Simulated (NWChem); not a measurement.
System: iodine (I$_{2}$); SMILES II

The following NWChem deck was run.

```
start job
memory heap 200 mb stack 900 mb global 1100 mb
geometry units angstroms noautoz
  I      0.000000     0.000000     1.341214
  I      0.000000     0.000000    -1.341214
end
basis spherical
  * library sto-3g
end
dft
  xc b3lyp
  iterations 150
  mulliken
end
task dft energy
```

All runs use the structure optimised with PBE0/def2-SVP (def2 core potentials past Kr).

Problem. Give the results of this calculation. (B3LYP/STO-3G, non-relativistic.) Quantities: basis functions; energy (Ha); highest occupied level (eV); orbital gap (eV).

Solution. 
```
Property                         Value
---------------------------  ---------
number of basis functions           54
energy (Ha)                  -13705.69
highest occupied level (eV)      -4.71
orbital gap (eV)                  4.11
```
